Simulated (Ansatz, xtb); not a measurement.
**C4H3Cl2FO: 5 structures ranked**

5 gas-phase structures of C4H3Cl2FO, from a drawn sample of its isomers (lower ones may exist). Each was relaxed with GFN2-xTB; where two conformers were screened, the lower at r2SCAN-D4/def2-SVP//GFN2-xTB is listed:

A. `O=C=C[C@](F)(Cl)CCl`, a singlet
B. `O=C=C[C@H](F)C(Cl)Cl`, a singlet
C. `C=C(Cl)O/C=C(\F)Cl`, a singlet
D. `C[C@](F)(Cl)C(Cl)=C=O`, a singlet
E. `O=C/C(=C/F)C(Cl)Cl`, a singlet

Which do you expect lowest at r2SCAN-D4/def2-SVP//GFN2-xTB, and how would the others follow?

Calculated order at r2SCAN-D4/def2-SVP//GFN2-xTB: A (0.0), B (3.7), D (4.1), E (4.8), C (26.9) kcal/mol. Less than 1 kcal/mol parts B and D; D and E, so the order within those pairs means little.

Energies above the lowest of each column, in kcal/mol; the last columns are at r2SCAN-D4/def2-SVP geometries and were run for some of them only (a dash: not run or not comparable):

| structure | GFN2-xTB | HF/STO-3G | r2SCAN-D4/def2-SVP//GFN2-xTB | r2SCAN-D4/def2-SVP | CCSD(T)/def2-SVP + ΔMP2/def2-TZVPP |
| --- | --- | --- | --- | --- | --- |
| A | 0.7 | 0.1 | 0.0 | 0.0 | 0.0 |
| B | 4.1 | 7.4 | 3.7 | 3.8 | 1.8 |
| D | 0.0 | 0.0 | 4.1 | 3.9 | 4.5 |
| E | 9.9 | 1.6 | 4.8 | 5.7 | 3.8 |
| C | 10.9 | 19.1 | 26.9 | – | – |

CCSD(T)/def2-SVP + ΔMP2/def2-TZVPP puts A lowest of those it was run on; GFN2-xTB picks D. CCSD(T)/def2-SVP + ΔMP2/def2-TZVPP orders those it was run on as A (0.0), B (1.8), E (3.8), D (4.5) kcal/mol. Less than 1 kcal/mol parts E and D, so the order within that pair means little. Some further structures that were screened fall inside this span and aren't listed. Flexible structures stand in one conformer each, not always the lowest. Frequencies (GFN2-xTB) were run for A, B, D, E alone. ΔMP2 is the change of the MP2 energy from the smaller to the larger basis.

Over these structures GFN2-xTB departs from r2SCAN-D4/def2-SVP//GFN2-xTB by 5.8 kcal/mol on average once a common shift is removed. A GFN2-xTB relaxation took about 0.16 s and the r2SCAN-D4/def2-SVP//GFN2-xTB energy about 2.1 s on a shared host (Ansatz 0.2.0, xtb 6.7.1).
